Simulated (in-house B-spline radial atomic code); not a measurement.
The numbers below are computed, except where a source is named.
Making a Troullier-Martins d channel for Ni, r_c = 2.13 bohr

Ni, [Ar] 3d8 4s2, non-relativistic LDA (VWN5), spherical and spin-unpolarised, from an all-electron radial atomic-structure program (B-spline basis) (atomic units). The all-electron 3d level is ε = -0.348700 hartree and its outer maximum at 0.63 bohr.

Inside r_c the pseudo-orbital is u(r) = r^3 exp(p(r)), with p = c0 + c2 r² + c4 r⁴ + … + c12 r¹². The seven coefficients follow from p and its first four derivatives at r_c, from zero curvature of the screened potential at the origin, c4 = −c2²/(2l + 5), and from the norm inside r_c. At r_c the all-electron orbital has P = 0.3060615, P' = -0.2744738, the screened potential V = -0.5946131, V' = 0.6075763, V'' = -0.9775535, and the norm inside is Q = 0.947007.

What are p, p' and p'' at r_c?

p = ln(P/r_c^3) = ln(0.3060615/9.6636) = -3.45234. p' = P'/P − 3/r_c = -0.89679 − 1.40845 = -2.30524. The radial equation gives p'' = 2(V − ε) − 2(3) p'/r_c − p'² = -0.49183 − (-6.49365) − 5.31415 = 0.68767. Differentiating, p''' = 2V' + 2(3)p'/r_c² − 2(3)p''/r_c − 2p'p'' = -0.60011, and p'''' = 2V'' − 4(3)p'/r_c³ + 4(3)p''/r_c² − 2(3)p'''/r_c − 2p''² − 2p'p''' = 0.70422.

For a trial c2 the five matching conditions are linear in c0, c6, c8, c10 and c12, and c2 is varied until the norm inside r_c equals Q. The root nearest zero gives:

```
 n            c_n
 0       1.948489
 2      -1.796335
 4     -0.3585354
 6      0.3446973
 8    -0.09092889
10     0.01082059
12  -0.0004971224
```

Check c4 and p(r_c), and find the screened pseudopotential at the origin.

−c2²/9 = -0.358535, as listed. The terms c_n r_c^n are 1.94849, -8.14979, -7.37990, 32.18959, -38.52465, 20.79922, -4.33529, which sum to -3.45234. Inverting the radial equation, V_l(r) = ε + 3 p'/r + (p'' + p'²)/2, so V_l(0) = ε + (2l + 3) c2 = -0.3487 + 7 × (-1.79633) = -12.9230 hartree, finite where the all-electron potential diverges.

Orbitals and screened potentials:

```csv
r (bohr),P,u,V all-electron,V pseudo
0.213,0.4015,0.06247,-69.1,-12.89
0.532,0.963,0.6221,-14.22,-11.84
0.852,0.9099,1.087,-5.033,-7.985
1.172,0.7185,0.9048,-2.365,-2.952
1.491,0.5442,0.5917,-1.337,-0.3922
1.81,0.4083,0.4107,-0.8537,-0.4043
2.13,0.3061,0.3061,-0.5946,-0.5946
```

Logarithmic derivatives P'/P at R = 2.43 bohr, for energies E around ε:

```csv
E − ε (hartree),all-electron,pseudo
-0.5,1.27511,1.32714
-0.25,0.941083,0.992877
-0.1,0.469568,0.504744
0,-0.888517,-0.888515
0.1,4.0551,4.75824
0.25,1.60308,1.82076
0.5,1.02687,1.23422
```
